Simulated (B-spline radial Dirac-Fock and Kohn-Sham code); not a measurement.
**Total and shell-resolved photoionisation of Ti¹⁸⁺**

System: the Ti¹⁸⁺ ion, configuration 1s2 2s2.

Calculated with a radial atomic solver, using a relativistic central-field model (Hartree-Slater potential of the initial state, Latter tail, multipole expansion of the photon field, Dirac-Fock thresholds).

Computed thresholds (eV): K 6019.8, L1 1340.0.

```
photon energy (eV)  total (b)  K (%)  L (%)
              6000       2687      –  100.0
              6470      28550   92.2    7.8
              6730      25750   92.2    7.8
            9251.7      10960   92.0    8.0
             12000       5323   91.7    8.3
             16100       2313   91.4    8.6
             62700      39.46   90.5    9.5
            150000      2.613   90.2    9.8
            199000      1.091   90.1    9.9
```

Q: With what power of the photon energy does the total fall between 150000 and 199000 eV?

A: As E^-3.09. The non-relativistic Born limit for an s electron far above threshold is E^-3.5; near threshold and at relativistic energies the fall is slower.
